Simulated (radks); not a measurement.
Results of a calculation; reference values are marked as such.
Isoelectronic series with 9 electrons, each ion in its NIST ground configuration. Code: a radial shooting solver on a logarithmic mesh with Libxc functionals. Model: scalar-relativistic Kohn-Sham, LDA (Slater exchange, Perdew-Wang correlation), spin-polarised, spherical densities, finite nucleus; open shells are filled with parallel spins first; Fermi nuclear charge, rms radius of each element as measured or else 0.836 A^(1/3) + 0.57 fm. Total energies (hartree) and orbital eigenvalues (eV):

ion   configuration  E (hartree)    2p down      2p up
F      [He] 2s2 2p5    -99.20337   -10.4359   -12.0158
Ne+    [He] 2s2 2p5   -127.56022   -31.3752   -33.3387
Mg3+   [He] 2s2 2p5   -195.64439   -94.8363   -97.5666
Al4+   [He] 2s2 2p5   -235.36931  -137.0451  -140.1575
Si5+   [He] 2s2 2p5   -278.88689  -186.1670  -189.6610
P6+    [He] 2s2 2p5   -326.20233  -242.1795  -246.0552
S7+    [He] 2s2 2p5   -377.32187  -305.0712  -309.3285
Cl8+   [He] 2s2 2p5   -432.25264  -374.8369  -379.4760
Ar9+   [He] 2s2 2p5   -491.00260  -451.4755  -456.4966
K10+   [He] 2s2 2p5   -553.58038  -534.9890  -540.3924
